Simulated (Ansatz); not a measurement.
Program: Ansatz. Geometries: PBE0-D4/def2-TZVP. ΔE: electronic, gas phase. CCSD(T)/CBS adds triple-zeta CCSD(T) − MP2 to the extrapolated MP2 energy (def2 sets, frozen cores). DFT in def2-TZVPP. For Mg outer-core shells are correlated without core-valence functions, which leaves a few kJ/mol of doubt a bond. Each species was taken in one conformer, which may not be the lowest.

Consider the substitution at a C–Mg bond: `[CH3][Mg][CH3]` + `[NH2][AlH][SiH2]S` → `CS[SiH2][AlH][NH2]` + `[CH3][MgH]`.

CCSD(T)/CBS gives +11.5 kcal/mol.

Task: Another level gave +5.8 kcal/mol. Which?
A. BLYP/def2-TZVPP
B. r2SCAN/def2-TZVPP
C. B97M-V/def2-TZVPP
D. PBE-D4/def2-TZVPP

Result: C. B97M-V 5.8, r2SCAN 10.1, PBE-D4 8.8, BLYP 11.7 kcal/mol.

Largest T1 diagnostic among the species: 0.013.

At CCSD(T), def2-SVP lies −2.2 kcal/mol from the extrapolated value and def2-TZVPP −1.0 kcal/mol. Leaving LDA and LC-ωPBE aside and taking each functional with its dispersion term where it has one, the values, not all of them listed here, spread over 5.1 kcal/mol, from B97M-V to B2PLYP. LDA lies −1.5 kcal/mol from PBE without D4.
